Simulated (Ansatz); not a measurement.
`Cl[SiH](Cl)[O][GeH3]` → `O[SiH](Cl)Cl` + `[GeH2]`  (germylene loss)

Computed with Ansatz on PBE0-D4/def2-TZVP structures; ΔE is electronic, products minus reactants. CBS: MP2 limit from def2 TZ/QZ plus the TZ coupled-cluster correction, frozen cores. This one scheme is used for every species. Functionals use def2-TZVPP. B3LYP here is the variant with VWN-RPA as its local correlation; programs differ in this. HSE06 is defined as in plane-wave codes. For Ge outer-core shells are correlated without core-valence functions, which leaves a few kJ/mol of doubt a bond. Scalar relativity is left out up to krypton. One conformer a species, not always the lowest.

```csv
level,ΔE (kJ/mol),difference from CCSD(T)/CBS
B97M-V,219.2,7.1
HSE06-D4,211.5,-0.6
BHLYP-D4,214.8,2.7
ωB97X-V,219.3,7.2
ωB97M-V,202.7,-9.4
PBE-QIDH,227.8,15.7
BLYP,166.4,-45.7
PBE0,203.1,-9.0
B3LYP,182.6,-29.5
r2SCANh,220.2,8.1
r2SCAN0,221.3,9.2
CCSD(T)/def2-SVP,213.8,1.7
CCSD(T)/def2-TZVPP,218.5,6.4
HF/def2-QZVPP,199.8,-12.3
MP2/def2-QZVPP,231.6,19.5
SCS-MP2/def2-QZVPP,222.3,10.2
CCSD(T)/CBS,212.1,0
```

Largest T1 diagnostic among the species: 0.012.

From PBE to PBE0 (25 % exact exchange), in def2-TZVPP and without D4, ΔE moves by +12.9 kJ/mol. In def2-TZVPP, CCSD(T) changes the Hartree–Fock value by +19.5 kJ/mol (the triples alone add +4.2 kJ/mol) and MP2 by +36.1 kJ/mol.
